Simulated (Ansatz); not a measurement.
Consider the atomization: `C=N[Si](N)(O)F` → C• + F• + 5 H• + 2 N• + O• + Si•.

Calculated with Ansatz (gas phase, PBE0-D4/def2-TZVP geometries, no zero-point term in ΔE). CCSD(T)/CBS is the MP2 limit (def2-TZVPP, def2-QZVPP) plus CCSD(T) − MP2 in def2-TZVPP, frozen cores. This one scheme is used for every species, atoms too. Functionals use def2-TZVPP. Open shells (•) are unrestricted, without spin–orbit coupling. Spin–orbit coupling would lower the free atoms: a little for C, F, O, Si. Each species was taken in one conformer, which may not be the lowest.

`C=N[Si](N)(O)F`:

```xyz
11

C     0.578    0.200    2.096
N    -0.242   -0.149    1.210
Si    0.060   -0.240   -0.482
N    -0.968    0.728   -1.420
O    -0.088   -1.820   -0.832
F     1.530    0.287   -0.833
H     0.270    0.244    3.148
H     1.624    0.478    1.896
H    -1.967    0.676   -1.312
H    -0.669    1.645   -1.708
H    -0.129   -2.049   -1.762
```

| level | ΔE (eV) | difference from CCSD(T)/CBS |
| --- | --- | --- |
| r2SCAN-D4 | 46.04 | -0.26 |
| ωB97X-V | 46.33 | 0.03 |
| ωB97M-V | 46.41 | 0.11 |
| B2PLYP | 45.76 | -0.54 |
| r2SCAN | 45.98 | -0.32 |
| PBE0 | 45.72 | -0.58 |
| HF/def2-TZVPP | 31.85 | -14.45 |
| MP2/def2-TZVPP | 45.95 | -0.35 |
| CCSD/def2-TZVPP | 43.92 | -2.38 |
| CCSD(T)/def2-TZVPP | 44.73 | -1.57 |
| HF/def2-QZVPP | 31.99 | -14.31 |
| MP2/def2-QZVPP | 46.90 | 0.60 |
| SCS-MP2/def2-QZVPP | 46.77 | 0.47 |
| HF/CBS(def2) | 32.01 | -14.29 |
| MP2/CBS(def2) | 47.52 | 1.22 |
| CCSD/CBS(def2) | 45.49 | -0.81 |
| CCSD(T)/CBS | 46.30 | 0 |

Largest T1 diagnostic among the species: 0.012.

The D4 term adds +0.40 eV with B3LYP and +0.21 eV with PBE0; it sums over pairs of atoms, weighted by their polarisabilities, and B3LYP, whose exchange is more repulsive, gets the larger term. From PBE to PBE0 (25 % exact exchange), in def2-TZVPP and without D4, ΔE moves by −1.24 eV: exact exchange takes away binding that semilocal exchange gives to molecules. In def2-TZVPP, CCSD(T) changes the Hartree–Fock value by +12.88 eV (the triples alone add +0.81 eV) and MP2 by +14.10 eV; breaking electron pairs costs correlation energy, which Hartree–Fock lacks.

B3LYP here is the variant with VWN-RPA as its local correlation; programs differ in this.

For atomizations the MP2-based limit and the directly extrapolated one differ by several kJ/mol either way, and by 10 to 25 for some Ge, Se and Sn compounds, so smaller differences from it don't rank the levels.
